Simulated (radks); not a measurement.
Results of a calculation; reference values are marked as such.
Problem. Valence configurations of Ca+ (all share [Ar]). Code: a radial shooting solver on a logarithmic mesh with Libxc functionals. Model: scalar-relativistic Kohn-Sham, BLYP, spin-polarised, spherical densities, finite nucleus; open shells are filled with parallel spins first; Fermi nuclear charge, rms radius 3.4776 fm. Order these by energy: 4s1; 4p1; 3d0.5 4s0.5; 4s0.5 4p0.5; 3d1.

Solution. From the lowest, in eV above it: 4s1 0.000; 3d0.5 4s0.5 0.621; 3d1 1.520; 4s0.5 4p0.5 1.574; 4p1 3.151. NIST lists [Ar] 4s1 as the ground configuration; this level of theory agrees among the configurations tried. The energies are those of spherical high-spin densities, not of single terms.
